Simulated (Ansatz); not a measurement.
Consider the formal loss of a carbene: `B[CH2][AlH][CH3]` → `[BH2][AlH][CH3]` + `[CH2]` (triplet).

Program: Ansatz. Geometries: PBE0-D4/def2-TZVP. ΔE: electronic, gas phase. CCSD(T)/CBS adds triple-zeta CCSD(T) − MP2 to the extrapolated MP2 energy (def2 sets, frozen cores). This one scheme is used for every species. DFT in def2-TZVPP. HSE06 is defined as in plane-wave codes. Triplets are unrestricted, without spin–orbit coupling. One conformer a species, not always the lowest.

| level | ΔE (kJ/mol) | difference from CCSD(T)/CBS |
| --- | --- | --- |
| LDA (SPW92) | 637.2 | 82.4 |
| r2SCANh-D4 | 537.1 | -17.7 |
| r2SCAN0-D4 | 533.9 | -20.9 |
| CAM-B3LYP-D4 | 552.4 | -2.4 |
| ωB97X-V | 560.8 | 6.0 |
| ωB97M-V | 563.2 | 8.4 |
| BLYP | 533.0 | -21.8 |
| r2SCANh | 535.2 | -19.6 |
| HSE06 | 547.4 | -7.4 |
| BHLYP | 525.3 | -29.5 |
| CAM-B3LYP | 546.4 | -8.4 |
| MP2/def2-SVP | 547.8 | -7.0 |
| CCSD/def2-SVP | 517.6 | -37.2 |
| SCS-MP2/def2-TZVPP | 557.2 | 2.4 |
| MP2/def2-QZVPP | 572.6 | 17.8 |
| SCS-MP2/def2-QZVPP | 566.1 | 11.3 |
| CCSD(T)/CBS | 554.8 | 0 |

Largest T1 diagnostic among the species: 0.011.

At CCSD(T), def2-SVP lies −26.3 kJ/mol from the extrapolated value and def2-TZVPP −13.0 kJ/mol. The D4 term adds +11.0 kJ/mol with B3LYP and +5.9 kJ/mol with PBE0; it sums over pairs of atoms, weighted by their polarisabilities, and B3LYP, whose exchange is more repulsive, gets the larger term. In def2-TZVPP, CCSD(T) changes the Hartree–Fock value by +150.8 kJ/mol (the triples alone add +14.5 kJ/mol) and MP2 by +174.0 kJ/mol.

B3LYP here is the variant with VWN-RPA as its local correlation; programs differ in this.
